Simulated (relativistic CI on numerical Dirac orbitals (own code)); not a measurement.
# Slater and spin-orbit integrals, Tb IX

Calculated at this level of theory: Dirac-Coulomb-Breit CI, separate exchange-only KLI orbitals for each configuration, a model potential for QED, unscaled Slater integrals (own radial code, finite nucleus).

Slater integrals F^k, G^k are unscaled and averaged over j, outside the closed core [Kr] 4d10 5s2; ζ comes from projecting the Hamiltonian with its Breit term on Σ l·s of the shell.

- 4f7.5p2: F^2(4f,4f) = 133140, F^4(4f,4f) = 84220, F^6(4f,4f) = 60786, ζ(4f) = 1826.5, F^2(5p,5p) = 80409, F^2(4f,5p) = 62393, G^2(4f,5p) = 28656, G^4(4f,5p) = 23392, ζ(5p) = 33980 cm⁻¹; <r>(4f) = 0.7355, <r^2>(4f) = 0.6601, <r>(5p) = 1.336, <r^2>(5p) = 1.996 (bohr units).
- 4f8.6s: F^2(4f,4f) = 130580, F^4(4f,4f) = 82503, F^6(4f,4f) = 59517, ζ(4f) = 1700, G^3(4f,6s) = 6071.9 cm⁻¹; <r>(4f) = 0.7476, <r^2>(4f) = 0.6828, <r>(6s) = 2.332, <r^2>(6s) = 6.024 (bohr units).

Averages of the first 2 configurations, taken without configuration mixing, which lowers the lowest level and can move excited configurations by several eV; other configurations of the list can lie among them:

| Configuration | Parity | States | Average energy above the lowest level (eV) |
| --- | --- | --- | --- |
| 4f7.5p2 | odd | 51480 | 24.9 |
| 4f8.6s | even | 6006 | 88.5 |
